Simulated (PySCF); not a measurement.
Constitutional and geometric isomers with formula C4H3N. All species are isolated molecules in the gas phase. Strings in code marks are SMILES.

The four lowest singlet excitations (Tamm–Dancoff). Computed with M06-2X/def2-TZVP // B3LYP-D3(BJ)/def2-TZVP in PySCF. Excitations are Tamm–Dancoff values on a coarser integration grid. The basis has no diffuse functions, so Rydberg states are missing or too high.

```json
[
 {"state": "S1", "energy (eV)": "6.32", "wavelength (nm)": "196", "oscillator strength": "0.012"},
 {"state": "S2", "energy (eV)": "6.94", "wavelength (nm)": "179", "oscillator strength": "0.000"},
 {"state": "S3", "energy (eV)": "7.35", "wavelength (nm)": "169", "oscillator strength": "0.098"},
 {"state": "S4", "energy (eV)": "7.44", "wavelength (nm)": "167", "oscillator strength": "0.000"}
]
```

### Question
Identify which member gives these states.
A) `N#CC1C=C1`
B) `N#CC1=CC1`
C) `C=C=C=C=N`
D) `C#CC=C=N`

### Answer
A, `N#CC1C=C1`
